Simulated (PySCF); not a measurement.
# One molecule, several mistakes: BGeH5OSi

All numbers below are calculated, not measured. They come from PySCF 2.14.0, an open-source quantum chemistry program, on an isolated molecule that a program drew, which may never have been made. The molecule is BGeH5OSi (charge 0, singlet), drawn as the SMILES string `B[O][Ge][SiH3]`.

Each row is a Hartree-Fock (HF) and frozen-core CCSD(T) single point in the cc-pV(D+d)Z basis, meant for a local HF minimum. Run 1 is clean. Each other run has one planted mistake out of seven kinds, and not every kind appears here: one electron removed, one electron added, multiplicity raised by two, geometry at a saddle point, minimal basis STO-3G, one bond length entered in bohr, all coordinates scaled. The reference is restricted for singlets and unrestricted otherwise, and also for a bond in bohr. Adding or removing an electron swaps singlet and doublet. Electrons count all cores. HOMO and LUMO are orbital energies over both spins, the gradient is its largest component, and the lowest frequency (negative if imaginary) is given only where the gradient is small. Bond lengths are over the 8 bonds as drawn. T1 is the CCSD diagnostic: over 0.02 (restricted) or 0.045 (unrestricted) a single reference is doubtful. Germanium has the cc-pVDZ-PP basis, with a core potential (ECP10MDF) in place of its 10 inner electrons, and its 3s, 3p and 3d shells are frozen in CCSD(T).

Geometry of the clean run:
```xyz
9
BGeH5OSi, angstrom
B     0.0821   -3.6215   -0.7347
O    -0.3369   -2.4805   -0.1511
Ge   -1.4201   -1.2020   -0.8841
Si   -1.2928    0.1488    1.2181
H     0.7978   -4.3620   -0.1112
H    -0.2538   -3.8973   -1.8634
H     0.1247    0.4974    1.4901
H    -1.8188   -0.6568    2.3491
H    -2.0771    1.4083    1.1359
```

```
run,electrons,basis functions,<S^2>,HOMO (eV),LUMO (eV),gradient (hartree/bohr),lowest frequency (cm^-1),mean bond (Å),longest bond (Å),T1,HF (hartree),CCSD(T) (hartree),mistake
1,64,99,0.000,-8.58,0.13,1.4e-05,79,1.5686,2.502,0.0167,-684.80537,-685.31881,no fault
2,64,99,0.000,-8.65,-0.18,5.3e-02,-,1.7113,2.730,0.0204,-684.75162,-685.28050,all coordinates scaled
3,64,99,1.068,-8.51,0.17,1.1e-02,-,1.7337,2.806,0.0483,-684.70389,-685.20275,one bond length entered in bohr
4,63,99,0.778,-15.96,-6.71,5.0e-02,-,1.5686,2.502,0.0251,-684.52532,-685.01523,?
```

**Which mistake was planted in run 4, and what did it cost?**

It counts 63 electrons, one fewer than the clean run, at the same geometry and basis. So the mistake is: one electron removed. Subtracting run 1 and multiplying by 627.51 kcal/mol a hartree, the energy moved by 175.7 kcal/mol in HF and 190.5 kcal/mol in CCSD(T).

Cautions from the logs. Run 2: T1 is over the limit, so its CCSD(T) energy is less reliable; run 3: T1 is over the limit, so its CCSD(T) energy is less reliable.
